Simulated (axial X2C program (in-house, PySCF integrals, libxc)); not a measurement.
Bond lengths and stretching modes, held linear, of STiS⁺

Computed with an in-house all-electron X2C program for linear molecules (integrals from PySCF): two-component X2C with atomic mean-field Coulomb and Gaunt terms, Gaussian nuclei, basis S dyall-av3z, Ti dyall-v3z with contracted cores. Spin-free rows use the one-electron spin-free X2C Hamiltonian.

Masses S 31.972, Ti 47.948, S 31.972 u. States: 2c Ω = 1/2 (beyond evenly filled blocks: ω = 1/2); spin-free M_S = 1/2, Λ = 0 (beyond evenly filled blocks: σα).

PBE0, spin-free: energies above the lowest point

```
r(S–Ti) (Å)  r(Ti–S) (Å)  E (meV)
     2.0251       2.0251    67.36
     2.0251       2.0770    27.77
     2.0251       2.1289    41.53
     2.0770       2.0251    27.77
     2.0770       2.0770     0.00
     2.0770       2.1289    25.72
     2.0770       2.1808    91.10
     2.1289       2.0251    41.53
     2.1289       2.0770    25.72
     2.1289       2.1289    63.95
     2.1808       2.0770    91.10
     2.1808       2.1808   232.56
```

Fit a quadratic surface with cubic terms in each bond: where is the minimum, and what are the two stretching wavenumbers?

At PBE0, spin-free: bonds 2.076 and 2.076 Å; harmonic stretches 458.1 and 554.9 cm⁻¹; force constants 3.22, 3.22 and coupling 0.73 mdyn/Å.

The other levels and Hamiltonians give:

| Hamiltonian | level | r(S–Ti) (Å) | r(Ti–S) (Å) | lower stretch (cm⁻¹) | upper stretch (cm⁻¹) |
| --- | --- | --- | --- | --- | --- |
| 2c | PBE0 | 2.076 | 2.076 | 457.0 | 554.5 |
| 2c | r2SCAN | 2.092 | 2.092 | 441.1 | 572.7 |
| spin-free | HF | 2.127 | 2.127 | 397.6 | 535.8 |
| spin-free | r2SCAN | 2.092 | 2.092 | 441.4 | 572.6 |

Each state is one determinant, the lowest of a limited PBE0 search; the stretches come from a fit to these few points and carry an uncertainty of a few per cent. Other orders of the atoms were not compared. Left out for rough or failed fits: HF 2c, MP2 2c, MP2 spin-free. The molecule was held linear; bending was not examined, so a bent shape may lie lower.
